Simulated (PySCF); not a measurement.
CH₄AlFOSe.

```xyz
9

Al    -0.4213     0.5210     0.0000
F     -2.0589     0.8081     0.0000
O      0.6923     1.7713     0.0000
C      0.8374     3.1525     0.0000
H      1.4018     3.4813     0.8897
H     -0.1316     3.6831     0.0000
H      1.4018     3.4813    -0.8897
Se     0.3472    -1.6362     0.0000
H     -1.0331    -2.1483     0.0000
```
Charge 0, spin multiplicity 1.

Geometry optimised at PBE0-D3(BJ)/def2-SVP. Other conformers were not sampled.

Method: KT2/pcSseg-1 run with PySCF. Non-relativistic, no solvent.

Q: Give the absolute GIAO shielding of each atom: isotropic value and principal components (ppm). (An estimate is asked for; the answer gives what the named calculation found.)

A: 
```json
[
 {"atom": "Al1", "σ(iso)": "451.9", "σ11": "399.3", "σ22": "426.1", "σ33": "530.4", "span": "131.1"},
 {"atom": "F2", "σ(iso)": "307.3", "σ11": "227.4", "σ22": "273.2", "σ33": "421.4", "span": "194.0"},
 {"atom": "O3", "σ(iso)": "296.8", "σ11": "249.1", "σ22": "304.5", "σ33": "336.7", "span": "87.7"},
 {"atom": "C4", "σ(iso)": "126.6", "σ11": "95.0", "σ22": "101.3", "σ33": "183.4", "span": "88.4"},
 {"atom": "H5", "σ(iso)": "27.1", "σ11": "22.8", "σ22": "24.5", "σ33": "34.1", "span": "11.3"},
 {"atom": "H6", "σ(iso)": "26.9", "σ11": "22.3", "σ22": "24.5", "σ33": "33.7", "span": "11.4"},
 {"atom": "H7", "σ(iso)": "27.1", "σ11": "22.8", "σ22": "24.5", "σ33": "34.1", "span": "11.3"},
 {"atom": "Se8", "σ(iso)": "2341.3", "σ11": "2175.8", "σ22": "2190.6", "σ33": "2657.7", "span": "481.9"},
 {"atom": "H9", "σ(iso)": "31.4", "σ11": "21.3", "σ22": "26.0", "σ33": "46.8", "span": "25.4"}
]
```
